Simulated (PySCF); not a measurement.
Calculation: PBE-D3(BJ)/def2-TZVPD // B3LYP-D3(BJ)/def2-TZVPD (PySCF). All species are isolated molecules in the gas phase. 

Reference species (SMILES): `[SiH3][Al-][SiH3]` (lower singlet) (charge -1, multiplicity 1).

| Property | Value |
|---|---|
| HOMO | -0.01 eV |

Changed species: `N#[C][Al-][SiH3]` (lower singlet) (X = cyano, multiplicity 1; the reference has X = silyl, multiplicity 1).

Question: What does the change do to the HOMO?

Answer: the HOMO falls by 0.12 eV, to -0.13 eV.
